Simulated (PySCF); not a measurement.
Molecule: SMILES C(SC)C1=CC=CO1, C6H8OS.

Mapped SMILES: `[CH3:1][S:2][CH2:3][c:4]1[cH:5][cH:6][cH:7][o:8]1`. Each H is labelled by its parent atom.

Geometry PBE0-D3(BJ)/def2-SVP throughout; GIAO in PySCF 2.14, gas phase, one conformer, non-relativistic; equivalent atoms averaged; functional PBE0.

**Question.** How do the shifts δ (against TMS at the same level) depend on the basis set? (a selection of nuclei; ppm; last column core-seconds on shared hosts with different chips, so compare them loosely)

**Answer.** 
| basis set | functions | C4 | C7 | C6 | C5 | C1 | H(C7) | H(C5) | H(C3) | H(C1) | core-s |
| --- | --- | --- | --- | --- | --- | --- | --- | --- | --- | --- | --- |
| STO-3G | 52 | 121.6 | 119.4 | 100.6 | 99.6 | 22.9 | 6.58 | 5.54 | 1.96 | 0.93 | 5.5 |
| pcSseg-0 | 92 | 165.9 | 155.2 | 123.0 | 118.8 | 21.3 | 7.23 | 6.10 | 3.24 | 1.88 | 8.8 |
| 6-31G | 92 | 150.3 | 137.2 | 110.1 | 105.9 | 19.6 | 7.35 | 6.15 | 3.40 | 2.16 | 11 |
| 6-31G* | 132 | 145.3 | 132.8 | 106.6 | 102.8 | 18.9 | 7.06 | 5.89 | 3.29 | 2.07 | 17 |
| cc-pVDZ | 156 | 152.6 | 137.7 | 111.1 | 106.4 | 20.2 | 7.16 | 6.07 | 3.23 | 2.06 | 19 |
| def2-SVP | 156 | 151.0 | 136.6 | 109.8 | 105.3 | 19.0 | 6.93 | 6.01 | 3.13 | 1.95 | 16 |
| pcSseg-1 | 183 | 159.4 | 145.4 | 116.8 | 112.2 | 21.1 | 7.28 | 6.25 | 3.36 | 2.19 | 23 |
| aug-cc-pVDZ | 260 | 153.1 | 137.5 | 110.0 | 104.5 | 21.3 | 7.54 | 6.26 | 3.61 | 2.37 | 42 |
| 6-311+G(2d,p) | 272 | 159.2 | 143.2 | 114.7 | 109.5 | 21.2 | 7.41 | 6.22 | 3.56 | 2.35 | 46 |
| def2-TZVP | 302 | 161.0 | 144.5 | 116.0 | 110.8 | 21.0 | 7.40 | 6.24 | 3.49 | 2.23 | 53 |

**Question.** Which nucleus among those listed moves most, in ppm?

**Answer.** C4 (substituted aromatic carbon next to the ring oxygen): from 121.6 ppm with STO-3G to 165.9 ppm with pcSseg-0. The smallest spread is 0.72 ppm, at H(C5). Proton shifts span only some 12 ppm, so a few tenths of a ppm matter as much there as several ppm in carbon.

**Question.** Taking the largest basis, def2-TZVP (302 functions), as the yardstick, rank the others by their worst heavy-atom deviation.

**Answer.** pcSseg-1 1.6 ppm (183 functions), 6-311+G(2d,p) 1.8 ppm (272 functions), aug-cc-pVDZ 7.9 ppm (260 functions), cc-pVDZ 8.4 ppm (156 functions), def2-SVP 10.0 ppm (156 functions), pcSseg-0 10.7 ppm (92 functions), 6-31G 10.7 ppm (92 functions), 6-31G* 15.7 ppm (132 functions), STO-3G 39.4 ppm (52 functions).

A small basis that lands close on one nucleus may do so by chance; judge by the trend and by all nuclei.
